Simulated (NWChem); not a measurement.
Molecule: C₂H₈Si; SMILES CC[SiH3]

```xyz
11

Si     0.1122    -1.1532     0.0000
C     -0.6561     0.5711     0.0000
C      0.3560     1.7140     0.0000
H     -0.9511    -2.2060     0.0000
H      0.9711    -1.3478    -1.2112
H      0.9711    -1.3478     1.2112
H     -1.3195     0.6403     0.8798
H     -1.3195     0.6403    -0.8798
H      1.0092     1.6786    -0.8865
H      1.0092     1.6786     0.8865
H     -0.1410     2.6971     0.0000
```
Atoms are numbered in this order, from 1.

Coordinates come from a PBE0/def2-SVP optimisation.

Symmetry labels are those of Cs in the frame above (b1 and b2, or b-type labels, depend on it). States above −ε(HOMO) = 7.3 eV lie in this functional's continuum and hang on the basis.

Problem. List the 4 lowest vertical singlet excitations from PBE/def2-SVPD, TDA (NWChem).

Solution. 
```
state  energy (eV)  oscillator strength  symmetry  leading excitation (squared amplitude)
-----  -----------  -------------------  --------  --------------------------------------
S1            7.13                0.005        a'                      HOMO → LUMO (0.97)
S2            7.72                0.012        a"                    HOMO−1 → LUMO (0.98)
S3            7.78                0.008        a'                    HOMO → LUMO+1 (0.54)
S4            7.90                0.021        a'                    HOMO−2 → LUMO (0.56)
```
